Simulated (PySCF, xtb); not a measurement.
Al(H)2(PH2) (AlH4P), SMILES [AlH2][PH2].

GFN2-xTB in xtb 6.7.1 at its own geometry gives an orbital gap of 3.72 eV and a dipole moment of 0.92 D.

Geometry optimised at PBE-D3(BJ)/def2-TZVP.

Problem. What does B3LYP/def2-TZVPD (PySCF) give? (Estimate from the structure and the level; the computed values follow.)

Solution. gap 5.21 eV (levels -7.09 and -1.88 eV), dipole 0.59 D.
